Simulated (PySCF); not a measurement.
**SiSe₂⁻: breathing scan**

These are results of UB3LYP/[Si def2-SVPD, Se def2-SVPD], no relativity, density fitting, PySCF, not measurements.

Rigid scan from the doublet minimum (Si–Se 2.184 Å (×2); Se–Si–Se 132.8°). Coordinate: all bonds to the central atom scaled together. Energies in kJ/mol from the minimum.

| scale of all bonds to the centre | E (kJ/mol) | dipole size (D, about the centre of mass) | ⟨S²⟩ |
| --- | --- | --- | --- |
| 0.88 | 166.5 | 0.38 | 0.75 |
| 0.92 | 64.1 | 0.28 | 0.75 |
| 0.96 | 13.9 | 0.18 | 0.75 |
| 1.00 | 0.0 | 0.07 | 0.76 |
| 1.04 | 10.6 | 0.04 | 0.76 |
| 1.08 | 37.4 | 0.14 | 0.76 |
| 1.14 | 94.8 | 0.30 | 0.76 |
| 1.22 | 184.8 | 0.53 | 0.77 |
| 1.35 | 329.6 | 0.99 | 0.80 |
